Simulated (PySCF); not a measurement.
# Er2N2 at several levels of theory

Computed with PySCF 2.14.0 (density fitting, no spin-orbit coupling) at the geometry relaxed with BP86:

```xyz
4
Er2N2 (singlet in the valence; each metal's 4f electrons, 11 of them, lie in its core potential, out of spins and levels)
Er    0.0000    0.0000    1.4999
Er    0.0000    0.0000   -1.4999
N     1.3741    0.0000    0.0000
N    -1.3741    0.0000    0.0000
```

```tsv
level	basis	state	HOMO (eV)	gap (eV)	charge on Er1 (e)	population of f-type functions on Er1 (polarisation alone where 4f lies in the core)	dipole about the centre of mass (D)	largest force component (eV/Å)
BP86	Er lcecp-1-SVP with ECP57, N def2-SVP	singlet	-3.57	1.17	0.43	0.04	0.00	0.01
revPBE	the same	singlet	-3.35	1.09	0.46	0.04	0.00	0.11
BLYP	the same	singlet	-3.37	0.94	0.42	0.04	0.00	0.63
M06-L	the same	singlet	-3.17	1.79	0.60	0.04	0.00	0.41
BP86	Er lcecp-1-TZVP with ECP57, N def2-TZVP	singlet	-3.55	1.15	0.80	0.04	0.00	0.06
```

In the lcecp rows the 4f levels are missing from HOMO and gap, and the state counts the valence alone.

Charges are Mulliken's, which hang on the basis. The relaxation used the grid (50, 194), these runs (75, 302) or, all-electron (x2c bases, spin-free X2C Hamiltonian), (99, 590).

Q: What does TPSSh with Er lcecp-1-SVP with ECP57, N def2-SVP give here?

A: state singlet, HOMO (eV) -3.62, gap (eV) 1.75, charge on Er1 (e) 0.54, population of f-type functions on Er1 (polarisation alone where 4f lies in the core) 0.04, dipole about the centre of mass (D) 0.00, largest force component (eV/Å) 0.25. Time: 6.2 s on 2 threads of Arm Neoverse V1, on a shared host, from an already converged density.

An lcecp potential fixes the number of 4f electrons, so in runs with it no electron can move into or out of that shell.

Small gap, closed shell not tested for a spin-broken solution: TPSSh, BLYP.
